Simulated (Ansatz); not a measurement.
Basis-set extrapolation for `N[Si@H]1O[Si@@H]1[SiH3]` (PBE0-D4/def2-TZVP geometry, frozen core, Ansatz 0.2.0). Multiplicity 1, RHF reference.

```json
{"": "HF", "def2-TZVPP": "-1000.320138", "def2-QZVPP": "-1000.354062"}
{"": "MP2 correlation", "def2-TZVPP": "-0.810369", "def2-QZVPP": "-0.872165"}
{"": "CCSD(T) correlation", "def2-TZVPP": "-0.900916", "def2-QZVPP": "not run"}
```

Energies in hartree. Use E(X) = E(∞) + A·exp(−7.88·√X) for Hartree–Fock and E(X) = E(∞) + B·X^(−2.97) for correlation, with X = 3 and 4, and add CCSD(T) minus MP2 of the smaller set to the MP2 limit.

Task: What is the CCSD(T) energy at the basis-set limit?

Result: HF limit: -1000.354062 + (-0.033924) × 0.13774 = -1000.35873. MP2 limit: -0.872165 + (-0.061796) × 0.74074 = -0.91794. Higher-order term: -0.900916 − (-0.810369) = -0.09055. Total: -1001.36722 hartree, 91.7 kcal/mol below CCSD(T)/def2-TZVPP.
